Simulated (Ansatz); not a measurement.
`FB(F)B(F)F` + `C=CC[SiH3]` → `C=CB(F)F` + `FB(F)C[SiH3]`  (redistribution)

Program: Ansatz. Geometries: PBE0-D4/def2-TZVP. ΔE: electronic, gas phase. CCSD(T)/CBS adds triple-zeta CCSD(T) − MP2 to the extrapolated MP2 energy (def2 sets, frozen cores). DFT in def2-TZVPP. B3LYP here is the variant with VWN-RPA as its local correlation; programs differ in this. Each species was taken in one conformer, which may not be the lowest.

| level | ΔE (kJ/mol) | difference from CCSD(T)/CBS |
| --- | --- | --- |
| PBE-D4 | -101.2 | 7.9 |
| r2SCAN-D4 | -114.2 | -5.1 |
| B3LYP-D4 | -107.2 | 1.9 |
| r2SCAN | -114.7 | -5.6 |
| PBE0 | -108.9 | 0.2 |
| SCS-MP2/def2-TZVPP | -107.7 | 1.4 |
| CCSD(T)/def2-TZVPP | -108.2 | 0.9 |
| HF/def2-QZVPP | -118.2 | -9.1 |
| MP2/CBS(def2) | -111.0 | -1.9 |
| CCSD/CBS(def2) | -110.6 | -1.5 |
| CCSD(T)/CBS | -109.1 | 0 |

Largest T1 diagnostic among the species: 0.014.

From PBE to PBE0 (25 % exact exchange), in def2-TZVPP and without D4, ΔE moves by −6.6 kJ/mol. In def2-TZVPP, CCSD(T) changes the Hartree–Fock value by +10.5 kJ/mol (the triples alone add +1.5 kJ/mol) and MP2 by +8.7 kJ/mol.
